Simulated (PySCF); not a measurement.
## Hf²⁺: ionisation energy

Hf²⁺ [Xe] 4f14 5d2 [5d3/2^2, M_J = 2] → Hf³⁺ [Xe] 4f14 5d1 [5d3/2^1, M_J = 3/2], as a difference of total energies. Computed with PySCF 2.14 in x2c-QZVPPall-2c (16s16p12d6f2g, 184 functions), with the two-component X2C-1e Hamiltonian. Correlated levels: [Kr] 4d10 4f14 frozen; the 58 highest virtual spinors dropped. "Screened" scales the spin-orbit matrix elements by Boettger's factors to mimic the two-electron term; Breit and QED terms are absent.

| method | ionisation energy (eV) | difference from reference (eV) |
| --- | --- | --- |
| GHF (spin-free) | 21.504 | -1.046 |
| GMP2 (spin-free) | 22.047 | -0.503 |
| GHF (screened spin-orbit) | 21.567 | -0.983 |
| GMP2 (screened spin-orbit) | 22.164 | -0.386 |

Reference: 22.55 ± 0.04 eV (theoretical estimate listed by NIST; NIST Atomic Spectra Database, ionization energies).

The spin-free rows relax to the high-spin LS determinant and lack the spin-orbit shift.

The labels give the starting determinants; with spin-orbit coupling the two ends relaxed to ⟨J²⟩ = 6.31, ⟨L²⟩ = 10.87, ⟨S²⟩ = 1.79 and ⟨J²⟩ = 3.75, ⟨L²⟩ = 6.12, ⟨S²⟩ = 0.86.

The determinant of Hf²⁺ mixes levels of different J (the jj label is only the starting occupation), so the difference between spin-free and spin-orbit rows is not the physical spin-orbit shift.
